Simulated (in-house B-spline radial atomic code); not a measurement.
Configurations of Zr⁴⁺, with energies counted from [Ar] 3d10 4s2 4p6. Level of theory: Dirac-Hartree-Fock, average of configuration, Fermi nucleus of rms radius 4.2694 fm; calculated with a B-spline radial code for spherical atoms. Energies include first-order Breit, QED and recoil terms.

Occupations are held fixed; configurations that lie above the ionisation limit could autoionise.

| configuration | E - E(ref) (eV) | highest orbital | its <r> (bohr) |
| --- | --- | --- | --- |
| [Ar] 3d10 4s2 (4p1/2)2 (4p3/2)3 (5d3/2)1 | 55.893 | 5d3/2 | 3.893 |
| [Ar] 3d10 4s2 (4p1/2)1 (4p3/2)4 6s1 | 59.737 | 6s1/2 | 4.832 |
| [Ar] 3d10 4s2 (4p1/2)2 (4p3/2)3 (7d5/2)1 | 69.324 | 7d5/2 | 9.804 |
| [Ar] 3d10 4s2 (4p1/2)1 (4p3/2)4 (6f7/2)1 | 71.077 | 6f7/2 | 8.825 |
| [Ar] 3d10 4s2 (4p1/2)2 (4p3/2)3 (8f7/2)1 | 73.615 | 8f7/2 | 17 |
| [Ar] (3d3/2)3 (3d5/2)6 4s2 4p6 (4d5/2)1 | 187.92 | 4d5/2 | 1.624 |
| [Ne] 3s2 (3p1/2)1 (3p3/2)4 3d10 4s2 4p6 (4d5/2)1 | 353.59 | 4d5/2 | 1.624 |

Question: Order these further configurations by energy, lowest first.
A. [Ar] (3d3/2)4 (3d5/2)5 4s2 4p6 (7f7/2)1
B. [Ar] (3d3/2)3 (3d5/2)6 4s2 4p6 (5f5/2)1
C. [Ar] 3d10 4s1 4p6 (4d3/2)1
D. [Ar] 3d10 4s2 (4p1/2)2 (4p3/2)3 (7g7/2)1
E. [Ar] 3d10 4s1 4p6 (7d3/2)1

Answer: C (60.249 eV), D (72.238 eV), E (98.209 eV), B (222.64 eV), A (227.51 eV).

Question: How far above the reference does [Ne] 3s2 (3p1/2)2 (3p3/2)3 3d10 4s2 4p6 (8f7/2)1 lie?

Answer: 383.49 eV; its least bound orbital is 8f7/2 with <r> = 16.84 bohr.

Question: How far above the reference does [Ne] 3s2 (3p1/2)2 (3p3/2)3 3d10 4s2 4p6 (7p1/2)1 lie?

Answer: 376.73 eV; its least bound orbital is 7p1/2 with <r> = 8.113 bohr.
